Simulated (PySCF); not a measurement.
C4H9FSi, SMILES C1C(F)(C[SiH2]1)C.

Geometry optimised at PBE0-D3(BJ)/def2-SVP. This is a generated structure with no PubChem entry under its InChIKey; it may be hypothetical.

These are PySCF with CAM-B3LYP/def2-TZVP values and carry that method's errors.

Gas-phase values at a fixed geometry.

```json
{
  "total_energy": "-547.16529 hartree",
  "point_group": "Cs",
  "highest_occupied_level": "-9.73 eV",
  "lowest_empty_level": "1.21 eV",
  "orbital_gap": "10.94 eV",
  "dipole_moment": "1.54 D",
  "quadrupole, principal values (traceless, Buckingham form, about the centre of nuclear charge)": "-7.08, 3.53, 3.54 D·Å",
  "mean_static_polarisability": "71.4 bohr³ (10.58 Å³)",
  "polarisability_principal_values": "66.7, 67.0, 80.5 bohr³"
}
```
